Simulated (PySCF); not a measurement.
**BiH5: from structure and modes to constants**

Level of theory: PBE0/[Bi def2-TZVP with ECP60, H def2-TZVP], scalar-relativistic core potentials, density fitting, no spin–orbit coupling, PySCF.

The singlet minimum has D3h symmetry. Masses (u): Bi 208.98038, H 1.00782.

```xyz
6
charge 0 multiplicity 1, angstrom
Bi    0.0000    0.0000    0.0000
H     0.0000    0.0000    1.8583
H     0.0000    0.0000   -1.8583
H     1.7884    0.0000    0.0000
H    -0.8942    1.5488    0.0000
H    -0.8942   -1.5488    0.0000
```

Harmonic wavenumbers (cm⁻¹): 413.2 (e', ×2), 731.6 (e', ×2), 820.0 (a2'', ×1), 978.2 (e'', ×2), 1469.1 (a1', ×1), 1521.4 (a2'', ×1), 1771.6 (e', ×2), 1795.1 (a1', ×1).

(1) Find the principal moments of inertia and the rotational constants. What kind of rotor is it?

(2) What is the harmonic zero-point energy?

(3) Find the vibrational entropy and heat capacity at 298.15 K.

(4) Give the standard entropy (298.15 K, 1 bar) by its translational, rotational, vibrational and spin parts, and Cp.

## Answers

(1) About the centre of mass I = 9.6704, 11.796, 11.796 u Å². With B = 16.8576/I this gives 1.743, 1.429, 1.429 cm⁻¹. The molecule is a prolate symmetric top.

(2) Half the sum of all 12 wavenumbers, 13395/2 = 6697 cm⁻¹, which is 80.1 kJ/mol (1 cm⁻¹ = 0.0119627 kJ/mol).

(3) With u = 1.43878 ω/T, each mode gives S = R[u/(eᵘ−1) − ln(1−e⁻ᵘ)] and C = R u² eᵘ/(eᵘ−1)².
| ω (cm⁻¹) | u | S (J/(mol K)) | C (J/(mol K)) |
| --- | --- | --- | --- |
| 413.2 (×2) | 1.994 | 3.83 | 6.03 |
| 731.6 (×2) | 3.531 | 1.13 | 3.22 |
| 820.0 | 3.957 | 0.80 | 2.59 |
| 978.2 (×2) | 4.720 | 0.43 | 1.68 |
| 1469.1 | 7.089 | 0.06 | 0.35 |
| 1521.4 | 7.342 | 0.04 | 0.29 |
| 1771.6 (×2) | 8.549 | 0.02 | 0.12 |
| 1795.1 | 8.662 | 0.01 | 0.11 |
The sums over all modes are S = 11.7 and C = 25.4 J/(mol K); the softest mode gives 33 % of the entropy (each member, where degenerate).

(4) Sackur–Tetrode with M = 214.02 u gives 175.8; rotation with symmetry number 6 gives 63.6; vibration 11.7; spin R ln 1 = 0.0. The total is 251.1 J/(mol K), and Cp = 4 R + 25.4 = 58.7 J/(mol K).

With an element this heavy the missing spin–orbit coupling can shift these numbers.
